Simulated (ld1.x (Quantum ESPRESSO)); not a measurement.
# What one change does to a pseudopotential (titanium (Ti), TM)

ld1.x (Quantum ESPRESSO) 7.5 input, shortened:

```
&input
   title='Ti', zed=22., rel=1, dft='PZ', iswitch=3,
   config='[Ar] 3d1 4s0 4p0'
 /
 &inputp
   pseudotype=2, tm=.true., lloc=1,
   nlcc=.false.
 /
3
4S  1  0   0.00   0.00  2.10  2.10  0.0
3D  3  2   1.00   0.00  1.15  1.15  0.0
3P  2  1   6.00   0.00  1.40  1.40  0.0
 &test
   configts(1)='3p6 3d1 4s0 4p0'
 /
```

All-electron outer shells of the reference configuration (LDA (PZ), scalar-relativistic, ld1.x):

```tsv
shell	level (eV)	outermost node (bohr)	outermost maximum (bohr)
3s	-94.74	0.40	0.87
3p	-70.92	0.37	0.89
3d	-34.93	–	0.91
4s	-26.31	1.20	2.36
4p	-20.69	1.29	2.67
```

Change: all radii scaled by about 1.24 (s 2.60, p 1.74, d 1.42 bohr).

Cutoffs: the cutoffs (Ry, on a coarse ladder) from which the occupation-weighted sum of valence levels, in a spherical-Bessel basis at the reference potential, stays within 10 and 1 mRy of its value at 400 Ry; they do not see the model core or the augmentation charge, which bear on the density cutoff. Errors are all-electron minus pseudo energies relative to the spin-unpolarised reference configuration.

Question: How do hardness, ghosts and transferability respond?

Answer: The potential gets softer (120 Ry and 140 Ry → 90 Ry and 100 Ry); both files keep a bound ghost (s); of the 9 tests that both files solve, the error grows in 4 and shrinks in 3 by more than 15 % and 0.3 meV (median size 74.4 → 90.6 meV). A larger radius leaves more room for a smooth pseudo-wave, so fewer plane waves are needed.

| quantity | base | changed |
| --- | --- | --- |
| cutoff, loose | 120 Ry | 90 Ry |
| cutoff, tight | 140 Ry | 100 Ry |
| loose cutoff by channel (10 mRy a level) | d 120 Ry, p 35 Ry | d 90 Ry, p 35 Ry |
| bound ghosts | s | s |
| error for 3p6 3d2 4s2 4p0, meV [ΔE -48.53 eV] | +145 | +226 |
| error for 3p6 3d2 4s1 4p0, meV [ΔE -40.99 eV] | +85 | +137 |
| error for 3p6 3d2 4s0 4p0, meV [ΔE -27.19 eV] | -11 | -0.6 |
| error for 3p6 3d1 4s2 4p1, meV [ΔE -43.71 eV] | +112 | +124 |
| error for 3p6 3d3 4s0 4p0, meV [ΔE -40.97 eV] | -15 | +0.4 |
| error for 3p6 3d0 4s0 4p0, meV [ΔE 43.54 eV] | -21 | +17 |
| error for 3p6 3d1 4s2 4p0, meV [ΔE -38.55 eV] | +74 | +91 |
| error for 3p6 3d1 4s0 4p0 (spin-polarised), meV [ΔE -0.24 eV] | +74 | +72 |
| error for 3p6 3d2 4s2 4p0 (spin-polarised), meV [ΔE -49.20 eV] | +313 | +395 |

 A true bound ghost makes a file unfit for plane-wave use even where its test errors are small: the radial tests pick states by their node count and pass the ghost by.
